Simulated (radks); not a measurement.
Results of a calculation; reference values are marked as such.
Spherical quantum dot in the effective-mass picture: electrons in a parabolic well V = omega^2 r^2 / 2 with omega = 3.71, with a point charge +1 (a donor) at the centre, all in effective atomic units (hartree* = m*/eps^2 hartree, bohr* = eps/m* bohr), one dielectric constant everywhere. Level of theory: non-relativistic Kohn-Sham, PBE, spin-polarised, spherical densities (a radial shooting solver with Libxc functionals). Levels are named by radial order and angular momentum (1s, 1p, 1d, 2s, ...), and open shells are averaged over m. Results are scaled to m* = 0.199 and eps = 4.6, for which hartree* = 255.9 meV and bohr* = 1.223 nm.

N = 16, configuration 1s2 1p6 1d(up 5, down 1) 2s2. This is the lowest configuration that the search found. Occupied and some empty levels:

level,occupation,eigenvalue (meV),<r> (nm)
1s up,1,5060.2,0.8103
1s down,1,5084.7,0.8007
1p up,3,5792.5,1.109
1p down,3,5832.5,1.105
2s up,1,6457.5,1.157
2s down,1,6487.4,1.163
1d up,5,6500.2,1.304
1d down,1,6544.8,1.304
1f up,0,7238.0,1.459
1f down,0,7281.9,1.463
2p up,0,7322.1,1.335
2p down,0,7349.4,1.338
1g up,0,8006.4,1.594
1g down,0,8046.8,1.599

Energy (meV): total 67066.0, kinetic 17054, external 22703, Hartree 31106, exchange-correlation -3797.8.
